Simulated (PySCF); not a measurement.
Dipole response of Te²⁺ (tellurium, charge +2)

[Kr] 4d10 5s2 5p2, high-spin 3P determinant. All numbers are calculated (PySCF 2.14, the spin-free X2C one-electron Hamiltonian (Gaussian nucleus), in x2c-QZVPPall with one added diffuse shell each of s, p, d, f type (14s10p8d5f1g, 128 functions)). Coupled (time-dependent) response in atomic units; α is the mean over directions.

```csv
method,mean α (bohr³),"α xx, yy, zz",C₆ (like pair),S(−4)
PBE0,14.93,"14.78, 15.00, 15.00",100.5,52.57
r2SCAN0,15.03,"14.93, 15.08, 15.08",103.6,51.31
```

S(−4) is the Cauchy moment in α(ω) = α(0) + S(−4) ω² + …

Spin-orbit coupling is absent.

α(iu) at r2SCAN0:

```
u (hartree)  α(iu) (bohr³)
          0          15.03
     0.0500          14.90
      0.100          14.54
      0.200          13.26
      0.300          11.62
      0.500          8.503
      0.750          5.842
       1.00          4.263
       1.50          2.655
       2.00          1.881
       3.00          1.133
       5.00         0.5562
```

For an ion, C₆ is the dispersion term alone; charge-induced terms of lower order in 1/R come first.

The components differ because the open shell of this determinant is not spherical; for a pure term their mean is the scalar polarisability.
